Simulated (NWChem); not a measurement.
# MnF₂, sextet; SMILES [F][Mn][F]

Results from NWChem. Pople sets run with spherical d functions. Spin-unrestricted. All runs use the structure optimised with PBE-D3(BJ)/def2-SVP, spin-unrestricted. No stability test was run on the SCF state.

For level TPSS/6-31G*:

| Property | Result |
|---|---|
| highest occupied level (eV) | -5.85 |
| lowest empty minus highest occupied level, either spin (eV) | 2.55 |

**Question.** How do the values read with level TPSS/3-21G instead?

**Answer.** 
| Property | Value |
|---|---|
| highest occupied level (eV) | -5.28 |
| lowest empty minus highest occupied level, either spin (eV) | 2.12 |
